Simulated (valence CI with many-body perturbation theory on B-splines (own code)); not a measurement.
**Level structure of Ag¹⁵⁺**

Computed by valence CI with perturbative core correlation (CI+MBPT): four valence electrons over a frozen Dirac-Fock core [Ar] 3d10, a basis of 11 s, 11 p, 9 d, 7 f, 5 g, 2 h, 1 i functions for each j, with the one-electron correlation potential Σ1, the two-electron term Σ2, the three-electron term Σ3, Breit, model QED; selected CI, second order for the rest (own B-spline code, finite nucleus).

No measured spectrum was set against this ion. As an estimate, levels hold to about 250 cm⁻¹ or 0.2 % of their energy and the worst to 1 %, as in measured heavy ions of charge 2 to 7; those with d or f electrons hold less well.

Levels 46 to 72 of 72, with energies above the lowest level, 4s²4p² ³P_0. "Leading %" is the weight of the configuration and term that name the level; weights of strongly mixed levels are sums over their largest components and can fall short. In the jj column 3d3/2^4 stands for four electrons in 3d with j = 3/2.

```csv
No.,Configuration,Term,J,E (eV),Leading %,Leading jj,g,Second component
46,4s4p²4d,⁵P,3,111.92,62,4s 4p1/2 4p3/2 4d5/2 (47 %),1.558,21 % 4s4p²4d ⁵D
47,4s4p²4d,⁵P,2,112.68,79,4s 4p1/2 4p3/2 4d3/2 (49 %),1.741,6 % 4s4p²4d ⁵D
48,4s4p²4d,⁵P,1,113.10,80,4s 4p1/2 4p3/2 4d3/2 (58 %),2.335,9 % 4s4p²4d ³P
49,4s4p²4d,³F,4,113.74,51,4s 4p3/2^2 4d5/2 (64 %),1.283,24 % 4s4p²4d ⁵D
50,4s4p²4d,³P,1,114.24,47,4s 4p1/2 4p3/2 4d5/2 (37 %),1.268,15 % 4s4p²4d ³D
51,4s4p²4d,³G,3,114.65,76,4s 4p1/2 4p3/2 4d3/2 (79 %),0.802,13 % 4s4p²4d ¹F
52,4s4p²4d,³F,2,116.03,44,4s 4p1/2 4p3/2 4d3/2 (26 %),0.981,21 % 4s4p²4d ³D
53,4s4p²4d,³G,4,116.30,76,4s 4p1/2 4p3/2 4d5/2 (55 %),1.089,14 % 4s4p²4d ³F
54,4s4p²4d,³P,0,117.49,74,4s 4p3/2^2 4d5/2 (42 %),,13 % 4p⁴ ³P
55,4s4p²4d,³D,3,118.06,48,4s 4p1/2 4p3/2 4d5/2 (61 %),1.180,31 % 4s4p²4d ¹F
56,4s4p²4d,³G,5,118.30,84,4s 4p3/2^2 4d5/2 (65 %),1.223,12 % 4s4p²4d ⁵F
57,4s4p²4d,³D,1,118.46,61,4s 4p1/2 4p3/2 4d5/2 (35 %),0.818,22 % 4s4p²4d ³P
58,4s4p²4d,¹G,4,119.13,65,4s 4p1/2 4p3/2 4d5/2 (53 %),1.071,22 % 4s4p²4d ³F
59,4s4p²4d,³D,3,119.14,41,4s 4p1/2 4p3/2 4d5/2 (51 %),1.158,18 % 4s4p²4d ¹F
60,4s4p²4d,³D,1,119.89,72,4s 4p1/2 4p3/2 4d3/2 (79 %),0.655,22 % 4s4p²4d ¹P
61,4s4p²4d,³D,2,120.35,57,4s 4p3/2^2 4d3/2 (48 %),1.089,13 % 4s4p²4d ³F
62,4s4p²4d,³D,1,120.86,71,4s 4p1/2 4p3/2 4d5/2 (41 %),0.698,17 % 4s4p²4d ¹P
63,4s4p²4d,³F,3,121.44,49,4s 4p1/2 4p3/2 4d5/2 (52 %),1.198,32 % 4s4p²4d ³D
64,4s4p²4d,³D,2,121.62,68,4s 4p1/2 4p3/2 4d5/2 (46 %),1.083,16 % 4s4p²4d ³F
65,4s4p²4d,³P,0,121.65,89,4s 4p1/2 4p3/2 4d5/2 (44 %),,7 % 4s²4d² ³P
66,4s4p²4d,³F,2,122.45,45,4s 4p1/2 4p3/2 4d3/2 (37 %),0.907,28 % 4s4p²4d ³D
67,4s4p²4d,³P,1,122.46,56,4s 4p1/2 4p3/2 4d5/2 (79 %),1.498,25 % 4s4p²4d ³S
68,4s4p²4d,³F,3,122.81,42,4s 4p3/2^2 4d3/2 (26 %),1.178,17 % 4s4p²4d ³D
69,4s4p²4d,³D,2,123.17,46,4s 4p1/2 4p3/2 4d5/2 (45 %),1.088,11 % 4s4p²4d ³F
70,4s4p²4d,³P,1,124.37,29,4s 4p3/2^2 4d3/2 (42 %),1.314,22 % 4s4p²4d ³S
71,4s4p²4d,³P,2,124.70,52,4s 4p3/2^2 4d5/2 (26 %),1.344,20 % 4s4p²4d ³D
72,4s4p²4d,³F,4,124.86,77,4s 4p3/2^2 4d3/2 (59 %),1.219,9 % 4s4p²4d ¹G
```

Names give the largest LS component (configuration and term), which can be under half, so a name can repeat, a term be missing and a line seem to break the LS rules; names also repeat where a configuration has a term twice.
